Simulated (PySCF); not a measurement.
A structure optimised at PBE0-D3(BJ)/def2-SVP, used in a PySCF frequency run:

```xyz
10

C      2.9592     0.3921     0.0000
C      1.7680     0.1466     0.0000
Si    -0.0069    -0.2669     0.0000
C     -0.2994    -2.0939     0.0000
Cl    -0.8650     0.5840     1.6699
Cl    -0.8650     0.5840    -1.6699
H      4.0119     0.6155     0.0000
H      0.1531    -2.5468    -0.8950
H     -1.3783    -2.3080     0.0000
H      0.1531    -2.5468     0.8950
```

**Question.** Write its SMILES, formula and point group.

**Answer.** C#C[Si](C)(Cl)Cl, C3H4Cl2Si, Cs

**Question.** What are its rotational constants (standard atomic weights)?

**Answer.** 1.6943, 1.6090, 1.2194 GHz
